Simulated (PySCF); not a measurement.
# Two-component Hartree-Fock for Ba⁵²⁺ (barium, charge +52)

Start: [He] 2s2. Calculated with PySCF 2.14 in an even-tempered Gaussian basis (17 s from 7.7 bohr⁻², ratio 2.6; 13 p from 10 bohr⁻², ratio 2.6; 7 d from 10 bohr⁻², ratio 2.8; 4 f from 200 bohr⁻², ratio 2.8): generalised Hartree-Fock with the X2C-1e Hamiltonian and a Gaussian nucleus; spin-orbit coupling (SO) screened by Boettger's factors.

```csv
spinor shell,electrons,"ε, screened SO (eV)",weight of nominal j (screened SO),"rms radius, screened SO (bohr)"
1s1/2,2,-42926.1,1.000,0.0290
2s1/2,2,-10387.0,1.000,0.112
```

```json
{"quantity": "E (hartree)", "screened SO": "-4012.55493"}
{"quantity": "M_J", "screened SO": "0"}
{"quantity": "⟨J²⟩", "screened SO": "0.000"}
{"quantity": "⟨L²⟩", "screened SO": "0.000"}
{"quantity": "⟨S²⟩", "screened SO": "0.000"}
```

Breit and QED terms are absent; they matter most for the inner s and p1/2 levels.

Densities and radii are taken from the X2C orbitals without a picture-change correction, which distorts them close to the nucleus.
